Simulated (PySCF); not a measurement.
**Removing the step error of a finite difference**

System: methyl ethyl ether (C3H8O), singlet, geometry from GFN2-xTB, atoms displaced at random by about 0.03 Å a coordinate. Level: HF/STO-3G, gradient run with PySCF. Sums are taken with unrounded values, so a last digit can differ.

Central differences of the energy along y of atom 3 gave a gradient component of -0.102040 Eh/bohr at step 0.05 and -0.112508 Eh/bohr at step 0.2 (atomic units).

Extrapolate to zero step.

The leading error of a symmetric difference goes as h², so A(h) = A0 + c h². Then c = (-0.112508 - (-0.102040))/(0.2² - 0.05²) = -0.279 (atomic units) and A0 = -0.102040 - c × 0.05² = -0.101342 Eh/bohr. The analytic value from the same program and level is -0.101351 Eh/bohr: the smaller step missed it by -0.000688, the extrapolation by 0.000010.
